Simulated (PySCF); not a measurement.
C4H6ClF, SMILES CC/C(Cl)=C\F.

Geometry: r2SCAN-D4/def2-SVP. The structure was generated by enumeration; whether it is a known compound was not checked. One conformer was computed; it need not be the lowest.

All values below come from TDA-ωB97X/def2-SVPD (PySCF).

Vertical excitations. The molecule is in vacuum.

```json
[
 {"state": "S1", "energy (eV)": "6.39", "λ (nm)": "194", "f": "0.001", "main pairs": "HOMO→LUMO+1 79 %"},
 {"state": "S2", "energy (eV)": "7.22", "λ (nm)": "172", "f": "0.404", "main pairs": "HOMO→LUMO 90 %"},
 {"state": "S3", "energy (eV)": "7.57", "λ (nm)": "164", "f": "0.014", "main pairs": "HOMO→LUMO+2 74 %"},
 {"state": "S4", "energy (eV)": "8.05", "λ (nm)": "154", "f": "0.000", "main pairs": "HOMO−1→LUMO 87 %"},
 {"state": "S5", "energy (eV)": "8.20", "λ (nm)": "151", "f": "0.002", "main pairs": "HOMO−1→LUMO+1 66 %, HOMO−1→LUMO+2 13 %"},
 {"state": "S6", "energy (eV)": "8.39", "λ (nm)": "148", "f": "0.010", "main pairs": "HOMO→LUMO+5 37 %, HOMO→LUMO+4 23 %, HOMO→LUMO+6 18 %"},
 {"state": "S7", "energy (eV)": "8.67", "λ (nm)": "143", "f": "0.010", "main pairs": "HOMO→LUMO+3 45 %, HOMO→LUMO+5 15 %, HOMO→LUMO+4 14 %"},
 {"state": "S8", "energy (eV)": "8.88", "λ (nm)": "140", "f": "0.022", "main pairs": "HOMO→LUMO+4 48 %, HOMO→LUMO+3 25 %, HOMO→LUMO+5 9 %"},
 {"state": "S9", "energy (eV)": "9.16", "λ (nm)": "135", "f": "0.026", "main pairs": "HOMO−2→LUMO 22 %, HOMO−2→LUMO+1 22 %, HOMO→LUMO+5 12 %, HOMO−3→LUMO+1 7 %"},
 {"state": "S10", "energy (eV)": "9.19", "λ (nm)": "135", "f": "0.037", "main pairs": "HOMO−2→LUMO 43 %, HOMO−5→LUMO 10 %"},
 {"state": "T1", "energy (eV)": "4.12", "λ (nm)": "301", "f": "0", "main pairs": "HOMO→LUMO 81 %"},
 {"state": "T2", "energy (eV)": "5.86", "λ (nm)": "212", "f": "0", "main pairs": "HOMO→LUMO+1 71 %"},
 {"state": "T3", "energy (eV)": "7.38", "λ (nm)": "168", "f": "0", "main pairs": "HOMO−1→LUMO+1 60 %, HOMO−1→LUMO+2 12 %, HOMO−1→LUMO+9 9 %"},
 {"state": "T4", "energy (eV)": "7.50", "λ (nm)": "165", "f": "0", "main pairs": "HOMO→LUMO+2 61 %, HOMO→LUMO+1 10 %"}
]
```
Triplets are in the Tamm–Dancoff approximation.
